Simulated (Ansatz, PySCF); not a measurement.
This Ansatz (an electronic-structure program) input computes a BLYP/def2-TZVPD energy:

Ansatz 0.2 input:
```yaml
crystal:
  periodic: [false, false, false]
  atoms:
    - {symbol: Al, position_ang: [0.00000000, 0.00000000, 0.00000000]}
    - {symbol: I, position_ang: [0.00000000, 0.00000000, 2.36949813]}
    - {symbol: I, position_ang: [-0.00000000, -0.00000000, -2.36949813]}
basis:
  gaussian:
    orbitals: def2-TZVPD
hamiltonian:
  xc: {name: BLYP}
total_charge: 1
output: {forces: true}
```

Problem. Write an input for the same energy in PySCF and say what it gives.

Solution. 
```python
from pyscf import gto, scf, dft

mol = gto.M(
    atom='''
    Al    0.00000000    0.00000000    0.00000000
    I     0.00000000    0.00000000    2.36949813
    I    -0.00000000   -0.00000000   -2.36949813
    ''',
    basis='def2-tzvpd',
    ecp='def2-tzvp',
    charge=1,
    spin=0,
    verbose=4,
)

mf = dft.RKS(mol, xc='blyp').density_fit(auxbasis='def2-universal-jkfit')
mf.grids.level = 3
mf.conv_tol = 1e-9
mf.max_cycle = 100
mf.max_memory = 1500
mf.kernel()
if not mf.converged:
    mf = mf.newton()
    mf.kernel(mf.make_rdm1())
mf.analyze()
```
It gives -837.57661 Eh, and Ansatz -837.57659 Eh, a difference of 0.02 mEh, from the treatment of integrals and grids.

It need not be the lowest isomer of its formula.
